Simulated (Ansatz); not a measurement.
`O[SiH2]C#[C][GeH3]` + `OPO` → `O[P](O)[GeH3]` + `C#C[SiH2]O`  (ligand exchange at a Ge–C bond)

Calculated with Ansatz (gas phase, PBE0-D4/def2-TZVP geometries, no zero-point term in ΔE). CCSD(T)/CBS is the MP2 limit (def2-TZVPP, def2-QZVPP) plus CCSD(T) − MP2 in def2-TZVPP, frozen cores. Functionals use def2-TZVPP. For Ge outer-core shells are correlated without core-valence functions, which leaves a few kJ/mol of doubt a bond. Scalar relativity is left out up to krypton. One conformer a species, not always the lowest.

```
             level  ΔE (kcal/mol)  difference from CCSD(T)/CBS
         r2SCAN-D4            1.8                         -1.9
        r2SCAN0-D4            2.8                         -0.9
               PBE            0.6                         -3.1
              BLYP            1.6                         -2.1
             BHLYP            4.6                          0.9
           LC-ωPBE            3.6                         -0.1
     CCSD/def2-SVP            5.0                          1.3
  CCSD(T)/def2-SVP            4.8                          1.1
    MP2/def2-TZVPP            6.1                          2.4
SCS-MP2/def2-TZVPP            6.9                          3.2
       CCSD(T)/CBS            3.7                            0
```

Largest T1 diagnostic among the species: 0.014.

Leaving LDA and LC-ωPBE aside and taking each functional with its dispersion term where it has one, the values, not all of them listed here, spread over 4.5 kcal/mol, from PBE-D4 to PBE-QIDH. LDA lies −0.8 kcal/mol from PBE without D4. In def2-TZVPP, CCSD(T) changes the Hartree–Fock value by −2.6 kcal/mol (the triples alone add −0.4 kcal/mol) and MP2 by −1.7 kcal/mol.
